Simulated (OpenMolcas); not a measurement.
A calculation on Ru+.

```json
{"Program": "OpenMolcas 26.06", "Method": "CASSCF", "Basis": "ANO-RCC-VTZP [7s6p4d2f1g]", "Scalar Hamiltonian": "DKH2, point nucleus", "Active space": "7 electrons in 5 orbitals (4d)", "State averaging": "2S+1 = 4 even, 10 roots; 2S+1 = 2 even, 40 roots", "Spin-orbit coupling": "RASSI with atomic mean-field integrals over the reference wave functions, term energies averaged over their components"}
```

Problem. Which level of the active space comes out lowest?

Solution. 4d7 4F 9/2, with 99 % of that term; it is also the measured ground level.

Problem. How high does 4d7 2G 7/2 lie?

Solution. 14900 cm-1 above the lowest level.

Problem. How high does 4d7 4F 5/2 lie?

Solution. 2557 cm-1 above the lowest level; measured 2494 cm-1 above the ground level, so the calculation is off by +3 %.

Problem. How high does 4d7 2P 1/2 lie?

Solution. 19101 cm-1 above the lowest level.

Problem. The level at 17518 cm-1 has J = 3/2. What is it made of, and what is its g factor?

Solution. 62 % 4d7 2P 3/2, 24 % 4d7 2D(1), 13 % 4d7 4P; g = 1.253, against 1.334 from Landé's formula for the pure leading term.

Measured values: NIST Handbook of Basic Atomic Spectroscopic Data.

Configurations with an s electron lie low at this charge and mix in, so terms can be misplaced. Without dynamic correlation excited terms often stand tens of per cent too high (terms of higher spin than the ground term too low), and those without a measured partner can miss by more than the paired ones. Measured partners are found by configuration, term and J. A level has none where our copy of the source lacks it or the pairing is in doubt (some pairs that miss far off the trend of their configuration count as doubtful), and it then counts in no deviation. Only configurations of the active space appear.

A number in round brackets counts repeated terms of one configuration in the order of the reference energies.
